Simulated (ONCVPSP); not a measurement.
Pt: one change to an ONCV potential, before and after

```json
{
  "Element": "platinum",
  "Generator": "ONCVPSP 4.0.1",
  "Type": "optimised norm-conserving Vanderbilt (ONCV)",
  "Functional": "PBE",
  "Relativity": "scalar-relativistic",
  "Frozen core": "[Kr] 4d10",
  "Valence charge": "32",
  "Reference configuration": "4f14 5s2 5p6 5d9 6s0.5 (charge +0.5)",
  "Partial waves": "5s+6s: rc 1.55 bohr, ncon 4, nbas 8, qcut 6 1/bohr, 3 projectors, debl 0.7 Ha; 5p: rc 1.40 bohr, ncon 4, nbas 8, qcut 10.6 1/bohr, 2 projectors, debl 0.4 Ha; 5d: rc 2.25 bohr, ncon 4, nbas 9, qcut 8.1 1/bohr, 2 projectors, debl 1.5 Ha; 4f: rc 0.70 bohr, ncon 4, nbas 8, qcut 22 1/bohr, 2 projectors, debl 3.2 Ha",
  "Local potential": "polynomial inside 0.55 bohr (lpopt 5, dvloc0 0 Ha)",
  "Core correction": "Teter function, fcfact 4.5, rcfact 1.8"
}
```

In the p channel the program set the typed energies aside and used -2.205, 0.250 Ha.

All-electron outer shells of the reference configuration (PBE, scalar-relativistic, ld1.x):

```csv
shell,level (eV),outermost node (bohr),outermost maximum (bohr)
4d,-310.77,0.20,0.42
5s,-105.78,0.49,0.87
4f,-74.01,–,0.38
5p,-60.01,0.53,0.98
5d,-10.08,0.57,1.26
6s,-9.16,1.14,2.35
```

Change: f: rc 0.54; local potential polynomial inside 0.54 bohr (lpopt 5, dvloc0 0 Ha).

Cutoffs: the cutoffs (Ha) at which the residual kinetic energy of the hardest occupied pseudo-wave falls to 1 and 0.1 mHa per electron; they do not see the model core or the augmentation charge, which bear on the density cutoff. Errors are all-electron minus pseudo energies relative to the spin-unpolarised reference configuration.

Task: What does the change do?

Result: The potential gets harder (235 Ha and 518 Ha → 944 Ha and 1248 Ha); both files keep a bound ghost (p, s); of the 4 tests that both files solve, the error grows in 1 and shrinks in 0 by more than 15 % and 0.3 meV (median size 4.1 → 4.2 meV). A smaller radius makes the pseudo-wave follow the all-electron one further in, where it bends more sharply, so more plane waves are needed.

```tsv
quantity	base	changed
cutoff, loose	235 Ha	944 Ha
cutoff, tight	518 Ha	1248 Ha
loose cutoff by channel	s 17 Ha, p 37 Ha, d 19 Ha, f 235 Ha	s 17 Ha, p 37 Ha, d 19 Ha, f 944 Ha
bound ghosts	s, p	s, p
GHOST(+) flags under 300 eV	d at 196.1 eV	d at 179.5 eV
error for 4f14 5s2 5p6 5d9 6s1, meV [ΔE -3.69 eV]	+0.8	+0.8
error for 4f14 5s2 5p6 5d9 6s0, meV [ΔE 5.50 eV]	-3.0	-3.0
error for 4f14 5s2 5p6 5d8 6s0, meV [ΔE 25.47 eV]	-5.3	-5.3
error for 4f13 5s2 5p6 5d10 6s0, meV [ΔE 74.44 eV]	-637	-773
s: phases at 1.58 bohr within 0.05 rad from the reference energy up to (Ha; the scan ends near 5)	to the end of the scan	to the end of the scan
p: phases at 1.42 bohr within 0.05 rad from the reference energy up to (Ha; the scan ends near 5)	to the end of the scan	to the end of the scan
d: phases at 2.28 bohr within 0.05 rad from the reference energy up to (Ha; the scan ends near 5)	to the end of the scan	to the end of the scan
rms error of d²Exc/dni dnj with the model core, mHa	4.45	4.52
```

 A true bound ghost makes a file unfit for plane-wave use even where its test errors are small: the radial tests pick states by their node count and pass the ghost by.
